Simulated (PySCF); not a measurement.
## Electron correlation in Os (osmium, neutral)

[Xe] 4f14 5d8, high-spin 3F determinant (an excited configuration). Calculation: PySCF 2.14, in ANO-RCC-VTZP (8s7p5d3f2g1h, 104 functions); scalar relativity by spin-free X2C-1e. Frozen: [Xe] 4f14; 8 electrons correlated.

```csv
level,correlation energy (mhartree)
CCSD,-202.71
(T),-14.07
CCSD(T),-216.78
```

Diagnostics: T1 = 0.0057, D1 = 0.0102, largest double amplitude 0.086.

Spin-orbit coupling, absent here, splits the open shell strongly.

Cost of the coupled-cluster step: of the order of 15 core-seconds, for 8 correlated electrons.

Iterations:

```
CC2 = 0
CCSD nocc = (np.int64(5), np.int64(3)), nmo = (70, 70)
frozen orbitals [[0, 1, 2, 3, 4, 5, 6, 7, 8, 9, 10, 11, 12, 13, 14, 15, 16, 17, 18, 19, 20, 21, 22, 23, 24, 25, 26, 27, 28, 29, 30, 31, 32, 33], [0, 1, 2, 3, 4, 5, 6, 7, 8, 9, 10, 11, 12, 13, 14, 15, 16, 17, 18, 19, 20, 21, 22, 23, 24, 25, 26, 27, 28, 29, 30, 31, 32, 33]]
max_cycle = 100
direct = 0
conv_tol = 1e-08
conv_tol_normt = 1e-06
diis_space = 8
diis_start_cycle = 0
Init t2, MP2 energy = -0.200668417848208
Init E_corr(UCCSD) = -0.200668417849836
cycle = 1  E_corr(UCCSD) = -0.196137175776605  dE = 0.00453124207  norm(t1,t2) = 0.0487178
cycle = 2  E_corr(UCCSD) = -0.198682046102998  dE = -0.00254487033  norm(t1,t2) = 0.0300662
cycle = 3  E_corr(UCCSD) = -0.200652339351633  dE = -0.00197029325  norm(t1,t2) = 0.0232203
cycle = 4  E_corr(UCCSD) = -0.202240233729054  dE = -0.00158789438  norm(t1,t2) = 0.0134893
cycle = 5  E_corr(UCCSD) = -0.20252284674429  dE = -0.000282613015  norm(t1,t2) = 0.00654894
cycle = 6  E_corr(UCCSD) = -0.202653504354226  dE = -0.00013065761  norm(t1,t2) = 0.00278414
cycle = 7  E_corr(UCCSD) = -0.202687570721558  dE = -3.40663673e-05  norm(t1,t2) = 0.0012282
cycle = 8  E_corr(UCCSD) = -0.202692518770624  dE = -4.94804907e-06  norm(t1,t2) = 0.000549485
cycle = 9  E_corr(UCCSD) = -0.202708868003691  dE = -1.63492331e-05  norm(t1,t2) = 0.000150831
cycle = 10  E_corr(UCCSD) = -0.202705060438555  dE = 3.80756514e-06  norm(t1,t2) = 4.94049e-05
cycle = 11  E_corr(UCCSD) = -0.202705613600713  dE = -5.53162158e-07  norm(t1,t2) = 1.41549e-05
cycle = 12  E_corr(UCCSD) = -0.202705744392106  dE = -1.30791393e-07  norm(t1,t2) = 2.41704e-06
cycle = 13  E_corr(UCCSD) = -0.202705707823083  dE = 3.65690237e-08  norm(t1,t2) = 7.95271e-07
cycle = 14  E_corr(UCCSD) = -0.202705703423014  dE = 4.40006828e-09  norm(t1,t2) = 3.95159e-07
UCCSD converged
E(UCCSD) = -17249.46591144113  E_corr = -0.2027057034230144
UCCSD(T) correction = -0.0140713524163673
```
